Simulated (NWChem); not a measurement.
C4H5O3, doublet; SMILES [C]1(COC(=O)O1)C

```xyz
12

C      0.5844     2.3646    -0.1090
C      0.0910     1.0200     0.2373
C     -1.2983     0.4957     0.0746
O     -1.1016    -0.9064     0.0362
C      0.2083    -1.1976    -0.0354
O      0.6739    -2.2819    -0.1289
O      0.9305    -0.0441     0.0188
H      1.5808     2.5382     0.3237
H     -0.0985     3.1347     0.2785
H      0.6694     2.5078    -1.2053
H     -1.9753     0.7520     0.9073
H     -1.7841     0.8225    -0.8686
```
Atoms are numbered in this order, from 1.

Program: NWChem. Pople sets run with spherical d functions. Spin-unrestricted. The geometry was optimised at PBE0/def2-SVP, spin-unrestricted. No frequency run checked for a minimum. No stability test was run on the SCF state. Atomic charges in e: unrestrained fits to the electrostatic potential beside Mulliken populations; buried atoms are poorly determined by the fit.

For level B3LYP/def2-SVP:

```yaml
Mulliken C1: 0.07
ESP C2: -0.03
Mulliken C2: -0.11
Mulliken C3: 0.26
Mulliken O4: -0.29
ESP C5: 0.91
Mulliken C5: 0.29
```

Question: What are these values for level UHF/6-31G*?

Answer: 
| Item | Value |
|---|---|
| Mulliken C1 | -0.56 |
| ESP C2 | 0.07 |
| Mulliken C2 | 0.33 |
| Mulliken C3 | -0.03 |
| Mulliken O4 | -0.64 |
| ESP C5 | 1.03 |
| Mulliken C5 | 1.10 |
